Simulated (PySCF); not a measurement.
3-methylbut-1-ene (C5H10), SMILES CC(C)C=C. Geometry: PBE0-D3(BJ)/def2-SVP. The values are those of a single conformer.

Task: Give the equilibrium geometry at PBE0-D3(BJ)/def2-SVP (PySCF confirms it by a frequency run) as bond lengths and angles. (Estimate from the structure and the level; the computed values follow.)

Result: One answer among several that fit: 
Atoms: C1 C2 C3 C4 C5 H6 H7 H8 H9 H10 H11 H12 H13 H14 H15. Bonds (Å): C1–C2 1.334, C1–H6 1.093, C1–H7 1.093, C2–C3 1.504, C2–H8 1.098, C3–C4 1.531, C3–C5 1.521, C3–H9 1.108, C4–H10 1.101, C4–H11 1.101, C4–H12 1.102, C5–H13 1.100, C5–H14 1.102, C5–H15 1.100. Bond angles (°): C2–C1–H6 122.3, C2–C1–H7 121.0, H6–C1–H7 116.7, C1–C2–C3 127.2, C1–C2–H8 118.2, C3–C2–H8 114.6, C2–C3–C4 110.0, C2–C3–C5 114.0, C2–C3–H9 106.2, C4–C3–C5 111.4, C4–C3–H9 106.9, C5–C3–H9 107.9, C3–C4–H10 111.1, C3–C4–H11 111.6, C3–C4–H12 110.6, H10–C4–H11 107.8, H10–C4–H12 108.0, H11–C4–H12 107.6, C3–C5–H13 110.6, C3–C5–H14 111.1, C3–C5–H15 111.7, H13–C5–H14 107.6, H13–C5–H15 107.8, H14–C5–H15 107.9.
Charge 0, spin multiplicity 1.
